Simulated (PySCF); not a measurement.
An unknown is described by computed data only.

Elements present: B, C, F, H and S. Monoisotopic mass: 121.9832 u.

| Quantity | Value |
| --- | --- |
| Triplet | lowest triplet excitation (Tamm–Dancoff): 4.52 eV [TDA CAM-B3LYP/def2-SVPD] |
| Rotational structure | rotational constants A, B, C: 3.301, 2.383, 1.649 GHz [PBE0-D3(BJ)/def2-SVP] |
| 13C NMR | chemical shifts (computed TMS as zero) by class: 106.0 (1 C), 49.1 (1 C) ppm [GIAO PBE0/pcSseg-1] |
| Valence photoelectron | vertical ionisation energy: 9.55 eV [ΔSCF CAM-B3LYP/def2-SVPD] |
| Dipole | 2.27 D [CAM-B3LYP/def2-SVPD] |
| Polarisability | 75.0 au [CAM-B3LYP/def2-SVPD] |

Electronic properties: PySCF, gas phase, density fitting. Levels stand in brackets. The structure is a single PBE0-D3(BJ)/def2-SVP conformer in the gas phase; no vibrational or solvent corrections. NMR values are class means; diastereotopic atoms form classes of their own.

Q: Which formula fits the mass and the elements?

A: C2H4BFS2 (calculated 121.9832). No other formula that holds each of these elements comes within 0.0003 u with a fitting electron parity and a possible valence count.

Q: What is the compound? Reason from the data.

A: Numbering: `[F:1][C@H:2]1[CH2:3][S:4][BH:5][S:6]1`. 2 carbons fall into 2 classes; from least to most shielded: sp3 C–F carbon [C2] (106.0 ppm), ring sp3 carbon bound to sulfur [C3] (49.1 ppm). The first electron is taken from the HOMO, whose largest Löwdin shares are 0.44 on a sulfur bonded to B and C, 0.33 on a sulfur bonded to B and C, 0.10 on the three-coordinate boron and 0.06 on the sp3 carbon bound to sulfur. The optimised geometry has point group C1 and is an asymmetric top. Structure: `F[C@H]1CSBS1`. Computed isomers that give other values at the same levels: `FB1SCCS1` (13C chemical shifts (computed TMS as zero) by class: 40.3 (2 C) ppm). The assignments are read from this structure; whether some other isomer fits the data as well wasn't checked. The mirror image fits equally.
